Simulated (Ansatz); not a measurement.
Geometry optimisation, RKS B3LYP/6-31G* in Ansatz.

Input file:

```yaml
crystal:
  periodic: [false, false, false]
  atoms:
    - { symbol: B, position_ang: [-0.038619, 0.725455, 0.025865] }
    - { symbol: O, position_ang: [-0.372651, -1.206057, 1.746483] }
    - { symbol: H, position_ang: [-1.308706, -1.36747, 1.55228] }
    - { symbol: H, position_ang: [0.876217, 0.291824, -0.617649] }
    - { symbol: H, position_ang: [-1.178313, 0.564477, -0.31425] }
    - { symbol: O, position_ang: [0.214542, 1.543998, 1.112073] }
    - { symbol: Al, position_ang: [1.138059, 2.685097, 1.994598] }
    - { symbol: H, position_ang: [1.200029, 2.434693, 3.564787] }
    - { symbol: H, position_ang: [1.738216, 3.935906, 1.236965] }
    - { symbol: H, position_ang: [-0.366874, -0.313724, 2.163648] }
basis:
  gaussian: { orbitals: "6-31G*" }
hamiltonian:
  xc: b3lyp
relax:
  f_tol: 0.03
  max_steps: 50
output:
  orbitals: {}
```

Run as:

```bash
$ ansatz run input.yaml --threads 1 --pin off --max-ram 2048MiB --backend cpu --events-out ev --progress --plain --runs-dir out
```

Task: Where does it end, and by what steps?

Result: It converged. The force dipped under the threshold on the way, but the program's further checks kept it going. After 36 steps the energy has fallen by 0.096 eV; H10 moved furthest, 0.86 Å.

```tsv
step	energy less start (eV)	largest force component (eV/Å)	accepted
0	0.0000	0.740	yes
2	-0.0339	0.720	yes
4	-0.0667	0.188	yes
6	-0.0769	0.143	yes
8	-0.0813	0.161	yes
10	-0.0860	0.104	yes
12	-0.0892	0.063	yes
14	-0.0903	0.049	yes
16	-0.0907	0.026	yes
18	-0.0913	0.102	yes
20	-0.0925	0.037	yes
22	-0.0930	0.030	yes
24	-0.0918	0.129	no
26	-0.0934	0.075	yes
28	-0.0936	0.080	no
30	-0.0943	0.092	yes
32	-0.0950	0.031	yes
34	-0.0953	0.088	yes
36	-0.0959	0.019	yes
```

```xyz
10
Properties=species:S:1:pos:R:3
B 0.002 0.514 0.256
O -0.611 -1.007 1.244
H -1.425 -0.688 1.669
H 0.861 -0.053 -0.368
H -1.051 0.754 -0.283
O 0.401 1.347 1.298
Al 1.040 2.749 2.000
H 1.148 2.746 3.582
H 1.490 3.976 1.103
H 0.046 -1.042 1.962
```

Run time: 45 s on 1 thread of AMD EPYC 9R45 96-Core Processor (Zen 5), with other jobs on the host, peak memory 0.16 GiB.
